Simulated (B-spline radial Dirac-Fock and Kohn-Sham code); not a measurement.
**Ionisation of each subshell: Cu⁺**

System: copper as Cu⁺ in the configuration [Ar] 3d10; nuclear rms radius 3.8823 fm (A = 63).

The run's input, task.json:

```json
{"items": [{
  "Z": 29,
  "q": 1,
  "cfg": [[1, 0, 2], [2, 0, 2], [2, 1, 6], [3, 0, 2], [3, 1, 6], [3, 2, 10]],
  "A": 63,
  "rrms": 3.8823,
  "do": ["binding"]
}]}
```

Run with: `python xray_run.py task.json out`

Method: Dirac-Fock ΔSCF + Breit + QED. Computed with a radial atomic solver. Electron correlation is not included. Energies are counted from the vacuum level.

All terms are in eV, carry their sign (relaxation lowers the binding energy) and add up to the binding energy; ⟨r⟩ is the mean radius of the orbital in the initial state.

```
  subshell  −ε (Koopmans)  relaxation   Gaunt  retardation    QED  binding energy  ⟨r⟩ (bohr)
    K (1s)         9060.7      -48.44  -11.74         0.74  -5.22          8996.0       0.052
   L1 (2s)         1142.5      -25.05   -0.78         0.02  -0.54          1116.1       0.234
L2 (2p1/2)          996.9      -26.89   -1.49         0.16   0.06           968.7       0.204
L3 (2p3/2)          976.1      -26.59   -1.03         0.17   0.02           948.6       0.207
   M1 (3s)          148.9       -6.91   -0.08         0.00  -0.08           141.9       0.714
M2 (3p1/2)          102.1       -6.41   -0.15         0.02   0.01           95.56       0.746
M3 (3p3/2)          99.32       -6.20   -0.09         0.02   0.00           93.04       0.757
M4 (3d3/2)          22.06       -4.58    0.00         0.00   0.00           17.47       0.977
M5 (3d5/2)          21.70       -4.49    0.01         0.00   0.00           17.22       0.987
```

For the deepest level, K (1s), the Breit terms make up -0.122 % of the binding energy, QED -0.058 % and orbital relaxation -0.538 %.

Going to the tabulated ground configuration of the next ion removes an electron from M5 (3d5/2), computed at 17.22 eV. NIST lists 20.29239 eV as the ionisation energy of this species (measured), +3.07 eV from the computed value. The gap is mostly the missing electron correlation.
